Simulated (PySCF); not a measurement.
In(H)2(nPr) (C3H9In), SMILES CC[CH2][InH2].

Geometry: PBE-D3(BJ)/def2-SVP. The structure was generated by enumeration; whether it is a known compound was not checked. The def2 effective core potentials stand for the cores of In; spin–orbit coupling is left out. Other conformers were not sampled.

Level of theory: PBE/def2-TZVP in PySCF.

Symmetry labels are those of the subgroup Cs that the program uses (full group Cs).

Computed valence orbital energies around the gap with their symmetry:
| orbital | symmetry | energy (eV) |
|---|---|---|
| HOMO−7 | A' | -10.47 |
| HOMO−6 | A' | -9.78 |
| HOMO−5 | A' | -9.16 |
| HOMO−4 | A" | -9.12 |
| HOMO−3 | A' | -8.11 |
| HOMO−2 | A" | -7.75 |
| HOMO−1 | A' | -6.68 |
| HOMO | A' | -5.99 |
| LUMO | A" | -2.30 |
| LUMO+1 | A' | -0.69 |
| LUMO+2 | A' | 0.43 |
| LUMO+3 | A' | 0.66 |
